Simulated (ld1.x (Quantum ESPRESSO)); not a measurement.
## O, TM: configuration errors across variants

ld1.x (Quantum ESPRESSO) 7.5 input, shortened:

```
&input
   title='O', zed=8., rel=0, dft='PBE', iswitch=3,
   config='[He] 2s2 2p3'
 /
 &inputp
   pseudotype=2, tm=.true., lloc=-1, rcloc=1.15,
   nlcc=.false.
 /
2
2S  1  0   2.00   0.00  0.75  0.75  0.0
2P  2  1   3.00   0.00  1.95  1.95  0.0
 &test
   configts(1)='2s2 2p3'
 /
```

All-electron excitation energies from the reference (eV): (1) 2s2 2p4 -16.439; (2) 2s2 2p2 33.594; (3) 2s2 2p1 87.466; (4) 2s2 2p3.5 -10.149; (5) 2s2 2p0 164.368; (6) 2s1 2p4 15.170; (7) 2s2 2p4.3 -18.564.

A true bound ghost makes a file unfit for plane-wave use even where its test errors are small: the radial tests pick states by their node count and pass the ghost by.

Errors AE − PS in meV (a dash: test not solved or not reliable):

```tsv
change	(1)	(2)	(3)	(4)	(5)	(6)	(7)	bound ghosts
base	+52	+212	+1344	+20	+4397	+10	+65	none
all radii scaled by about 0.78 (s 0.58, p 1.52 bohr); local potential all-electron potential smoothed inside 0.90 bohr (lloc = -1)	+18	+85	+585	+7.3	+2094	+50	+22	none
all radii scaled by about 1.07 (s 0.80, p 2.10 bohr); local potential all-electron potential smoothed inside 1.24 bohr (lloc = -1)	+75	+280	+1721	+28	+5478	+3.6	+95	none
all radii scaled by about 1.19 (s 0.88, p 2.32 bohr); local potential all-electron potential smoothed inside 1.36 bohr (lloc = -1)	+120	+398	+2348	+44	+7216	-9.8	+155	none
all radii scaled by about 1.26 (s 0.94, p 2.46 bohr); local potential all-electron potential smoothed inside 1.46 bohr (lloc = -1)	+148	+466	+2694	+53	+8144	-19	+194	none
all radii scaled by about 1.34 (s 1.00, p 2.62 bohr); local potential all-electron potential smoothed inside 1.54 bohr (lloc = -1)	+202	+582	+3267	+71	+9649	-45	+269	s
```

Task: Give the same row for: all radii scaled by about 0.89 (s 0.66, p 1.74 bohr); local potential all-electron potential smoothed inside 1.02 bohr (lloc = -1).

Result: +29, +131, +875, +12, +3004, +18, +35; bound ghosts: none.
